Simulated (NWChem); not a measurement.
Program: NWChem. System: CH$_{3}$BrOSi, charge 0, spin multiplicity 1, displaced from the optimised geometry. The structure started from a generated list of species.

Input file:

```
start mol
memory heap 200 mb stack 800 mb global 1000 mb
geometry units angstroms nocenter noautoz
  Si    -0.423628     1.331302     0.000000
  Br    -0.768223    -1.014908     0.000000
  O      1.251829     1.474073     0.000000
  C      2.427188     0.635816     0.000000
  H      2.154353    -0.454450     0.000000
  H      3.043245     0.865258    -0.911348
  H      3.043245     0.865258     0.911348
  symmetry group Cs
end
basis spherical
  * library def2-svp
end
dft
  xc b3lyp
  semidirect memsize 60000000 filesize 0
  iterations 100
  convergence nodiis damp 40
end
task dft gradient
```

The output up to the point where the run's verdict is printed (cleaned and shortened):

```
             Northwest Computational Chemistry Package (NWChem) 7.3.0
             --------------------------------------------------------

                                NWChem Input Module
                                -------------------

 Scaling coordinates for geometry "geometry" by  1.889725989
 (inverse scale =  0.529177249)

 Turning off AUTOSYM since
 SYMMETRY directive was detected!

                             Geometry "geometry" -> ""
                             -------------------------

 Output coordinates in angstroms (scale by  1.889725989 to convert to a.u.)

  No.       Tag          Charge          X              Y              Z
 ---- ---------------- ---------- -------------- -------------- --------------
    1 Si                  14.0000    -0.42362800     1.33130200     0.00000000
    2 Br                  35.0000    -0.76822300    -1.01490800     0.00000000
    3 O                    8.0000     1.25182900     1.47407300     0.00000000
    4 C                    6.0000     2.42718800     0.63581600     0.00000000
    5 H                    1.0000     2.15435300    -0.45445000     0.00000000
    6 H                    1.0000     3.04324500     0.86525800    -0.91134800
    7 H                    1.0000     3.04324500     0.86525800     0.91134800

 Effective nuclear repulsion energy (a.u.)     291.0246089296

            Nuclear Dipole moment (a.u.)
            ----------------------------
        X                 Y               Z
 ---------------- ---------------- ----------------
     0.0000113384    -0.0000113384     0.0000000000

      Symmetry information
      --------------------

 Group name             Cs
 Group number              2
 Group order               2
 No. of unique centers     6

      Symmetry unique atoms

     1    2    3    4    5    6


 Summary of "ao basis" -> "" (spherical)
 ------------------------------------------------------------------------------
       Tag                 Description            Shells   Functions and Types
 ---------------- ------------------------------  ------  ---------------------
[...]
 d= 0,ls=0.5         52  -2657.1353254692 -2.05D+02  4.47D-01              17.7
 d= 0,ls=0.5         53  -2452.0410991030  2.05D+02  4.47D-01              18.0
 d= 0,ls=0.5         54  -2657.1353254692 -2.05D+02  4.47D-01              18.3
 d= 0,ls=0.5         55  -2452.0410991030  2.05D+02  4.47D-01              18.6
 d= 0,ls=0.5         56  -2657.1353254692 -2.05D+02  4.47D-01              18.8
 d= 0,ls=0.5         57  -2452.0410991030  2.05D+02  4.47D-01              19.1
 d= 0,ls=0.5         58  -2657.1353254692 -2.05D+02  4.47D-01              19.4
 d= 0,ls=0.5         59  -2452.0410991030  2.05D+02  4.47D-01              19.7
 d= 0,ls=0.5         60  -2657.1353254692 -2.05D+02  4.47D-01              20.0
 d= 0,ls=0.5         61  -2452.0410991030  2.05D+02  4.47D-01              20.3
 d= 0,ls=0.5         62  -2657.1353254692 -2.05D+02  4.47D-01              20.7
 d= 0,ls=0.5         63  -2452.0410991030  2.05D+02  4.47D-01              21.0
 d= 0,ls=0.5         64  -2657.1353254692 -2.05D+02  4.47D-01              21.3
 d= 0,ls=0.5         65  -2452.0410991030  2.05D+02  4.47D-01              21.6
 d= 0,ls=0.5         66  -2657.1353254692 -2.05D+02  4.47D-01              21.9
 d= 0,ls=0.5         67  -2452.0410991030  2.05D+02  4.47D-01              22.2
 d= 0,ls=0.5         68  -2657.1353254692 -2.05D+02  4.47D-01              22.5
 d= 0,ls=0.5         69  -2452.0410991030  2.05D+02  4.47D-01              22.7
 d= 0,ls=0.5         70  -2657.1353254692 -2.05D+02  4.47D-01              23.1
 d= 0,ls=0.5         71  -2452.0410991030  2.05D+02  4.47D-01              23.5
 d= 0,ls=0.5         72  -2657.1353254692 -2.05D+02  4.47D-01              23.8
 d= 0,ls=0.5         73  -2452.0410991030  2.05D+02  4.47D-01              24.3
 d= 0,ls=0.5         74  -2657.1353254692 -2.05D+02  4.47D-01              24.6
 d= 0,ls=0.5         75  -2452.0410991030  2.05D+02  4.47D-01              24.9
 d= 0,ls=0.5         76  -2657.1353254692 -2.05D+02  4.47D-01              25.3
 d= 0,ls=0.5         77  -2452.0410991030  2.05D+02  4.47D-01              25.6
 d= 0,ls=0.5         78  -2657.1353254692 -2.05D+02  4.47D-01              25.8
 d= 0,ls=0.5         79  -2452.0410991030  2.05D+02  4.47D-01              26.1
 d= 0,ls=0.5         80  -2657.1353254692 -2.05D+02  4.47D-01              26.4
 d= 0,ls=0.5         81  -2452.0410991030  2.05D+02  4.47D-01              26.7
 d= 0,ls=0.5         82  -2657.1353254692 -2.05D+02  4.47D-01              27.0
 d= 0,ls=0.5         83  -2452.0410991030  2.05D+02  4.47D-01              27.2
 d= 0,ls=0.5         84  -2657.1353254692 -2.05D+02  4.47D-01              27.5
 d= 0,ls=0.5         85  -2452.0410991030  2.05D+02  4.47D-01              27.8
 d= 0,ls=0.5         86  -2657.1353254692 -2.05D+02  4.47D-01              28.1
 d= 0,ls=0.5         87  -2452.0410991030  2.05D+02  4.47D-01              28.4
 d= 0,ls=0.5         88  -2657.1353254692 -2.05D+02  4.47D-01              28.7
 d= 0,ls=0.5         89  -2452.0410991030  2.05D+02  4.47D-01              29.0
 d= 0,ls=0.5         90  -2657.1353254692 -2.05D+02  4.47D-01              29.3
 d= 0,ls=0.5         91  -2452.0410991030  2.05D+02  4.47D-01              29.5
 d= 0,ls=0.5         92  -2657.1353254692 -2.05D+02  4.47D-01              29.8
 d= 0,ls=0.5         93  -2452.0410991030  2.05D+02  4.47D-01              30.1
 d= 0,ls=0.5         94  -2657.1353254692 -2.05D+02  4.47D-01              30.3
 d= 0,ls=0.5         95  -2452.0410991030  2.05D+02  4.47D-01              30.6
 d= 0,ls=0.5         96  -2657.1353254692 -2.05D+02  4.47D-01              30.9
 d= 0,ls=0.5         97  -2452.0410991030  2.05D+02  4.47D-01              31.2
 d= 0,ls=0.5         98  -2657.1353254692 -2.05D+02  4.47D-01              31.4
 d= 0,ls=0.5         99  -2452.0410991030  2.05D+02  4.47D-01              31.6
 d= 0,ls=0.5        100  -2657.1353254692 -2.05D+02  4.47D-01              31.9
```

Convergence was not reached. The next line reads: Calculation failed to converge. NWChem stopped with the message: dft gradient failed.
